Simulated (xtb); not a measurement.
C2H3Cl2FSi, SMILES F/C(=C/Cl)[SiH2]Cl. All values are semi-empirical tight-binding results from xtb (GFN2-xTB unless named), good for trends rather than for accurate numbers. Coordinates come from a GFN2-xTB optimisation. The structure was generated by enumeration; whether it is a known compound was not checked. One conformer was computed; it need not be the lowest.

Computed properties:
```json
{
 "orbital_gap": "3.99 eV",
 "dipole_moment": "1.23 D",
 "zero_point_energy": "26.4 kcal/mol",
 "G − E(el) at 298.15 K (modified RRHO)": "5.4 kcal/mol",
 "static polarisability (D4 model)": "80.0 bohr³",
 "solvation energy, GFN2-xTB/ALPB(water)": "-1.2 kcal/mol",
 "solvation energy, GFN2-xTB/ALPB(octanol)": "-4.2 kcal/mol"
}
```
